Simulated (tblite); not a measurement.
CH8ClO2Si3 (doublet state).
Structure used (GFN2-xTB), in Å, numbered top down from 1:
```
atom  x, y, z in Å
Si1   -2.1187    1.3308    0.5258
O2    -1.1341    0.0654    0.3004
C3    -1.0126   -0.7276   -0.8808
Si4    0.5760   -1.7407   -0.6218
O5     1.7364   -0.6872   -0.1900
Si6    2.1171    0.7937    0.3425
Cl7    1.5343    2.1498   -1.0084
H8    -3.5292    0.9574    0.4416
H9    -1.8008    2.4629   -0.3354
H10   -1.9111   -1.3399   -0.9931
H11   -0.9563   -0.0724   -1.7553
H12    0.4175   -2.6435    0.5130
H13    1.0595   -2.3511   -1.8559
H14    3.5709    0.7461    0.3865
H15    1.4466    1.0642    1.6032
```

Calculated harmonic vibrations of the isolated species, GFN2-xTB (tblite), most abundant isotopes, no scaling. The method is semi-empirical: single wavenumbers can be off by several per cent or more. Modes of hydrogen on silicon can be 10 to 20 % off. One conformer, not necessarily the lowest. Open shells enter through the occupations alone, without spin polarisation, and single modes of such species can be off by tens of per cent.

Harmonic wavenumbers (cm⁻¹): 33.4, 47.2, 51.0, 56.8, 99.5, 126.8, 168.7, 190.2, 220.2, 288.4, 492.0, 498.3, 517.6, 563.5, 586.6, 599.9, 625.6, 627.9, 678.2, 731.4, 741.5, 763.5, 769.8, 784.9, 803.1, 818.3, 1005.0, 1065.0, 1179.5, 1273.4, 1472.4, 2255.0, 2289.7, 2299.4, 2300.1, 2310.6, 2335.6, 2911.1, 2936.6.

A = 1308, B = 998.2, C = 656.7 MHz; mass 170.952 u (most abundant isotopes); point group C1, symmetry number 1; spin multiplicity 2.

Question: What is the zero-point energy?

Answer: Half the sum of the wavenumbers: 18759 cm⁻¹ = 53.63 kcal/mol.

Question: Entropy at 298.15 K, 1 bar (ideal gas, RRHO, classical rotation)?

Answer: Translation 41.34, rotation 30.31, vibration 40.88, spin (R ln 2) 1.38: S = 113.9 cal/(mol K).

Question: And Cp and H(298.15 K) − H(0)?

Answer: Cp = 42.78 cal/(mol K), of which vibrations give 34.84 (their classical limit is 39 R = 77.5); H(298.15 K) − H(0) = 8.17 kcal/mol without the zero-point energy, 5.80 from vibrations.

Question: How do the functions run with temperature in this model?

Answer: 
| T (K) | S (cal/(mol K)) | Cp (cal/(mol K)) | H − H(0) (kcal/mol) | G − H(0) (kcal/mol) | ln q(vib) |
| --- | --- | --- | --- | --- | --- |
| 50 | 66.0 | 17.3 | 0.62 | -2.68 | 1.36 |
| 100 | 79.9 | 23.0 | 1.64 | -6.35 | 3.58 |
| 373.15 | 124.2 | 48.6 | 11.60 | -34.73 | 13.19 |
| 500 | 139.5 | 56.0 | 18.27 | -51.48 | 16.99 |
| 750 | 164.1 | 65.3 | 33.52 | -89.56 | 23.65 |
| 1000 | 183.8 | 71.2 | 50.64 | -133.12 | 29.40 |

q(vib) and H(0) count from the zero-point level.

Question: What must be added to the electronic energy to get the Gibbs energy at 298.15 K and 1 bar?

Answer: ZPE + [H(298.15 K) − H(0)] − T·S = 53.63 + 8.17 − 33.96 = 27.84 kcal/mol.

Question: Which modes carry the vibrational entropy at 298.15 K?

Answer: 33.4 cm⁻¹: 5.62; 47.2 cm⁻¹: 4.93; 51.0 cm⁻¹: 4.78; 56.8 cm⁻¹: 4.57; 99.5 cm⁻¹: 3.46; 126.8 cm⁻¹: 2.99 cal/(mol K); the other 33 give 14.53 together.

Question: Blend soft modes into free rotors: weight 1/[1 + (100 cm⁻¹/ν̃)⁴] for the oscillator and the rest for a rotor with moment μB/(μ + B), μ = h/(8π²ν), B = 10⁻⁴⁴ kg m². What vibrational entropy results?

Answer: 35.34 cal/(mol K) in place of 40.88, which changes −T·S at 298.15 K by +1.65 kcal/mol.

Hindered rotation and anharmonicity are outside this model. Other conformers, if any are populated, would add a mixing term that is left out. The structure is chiral; the term R ln 2 for an equal mix with its mirror image is left out.

On one thread, Arm Neoverse V2 (aarch64), shared host, this took 0.63 s wall. The figure is for the frequency step alone.
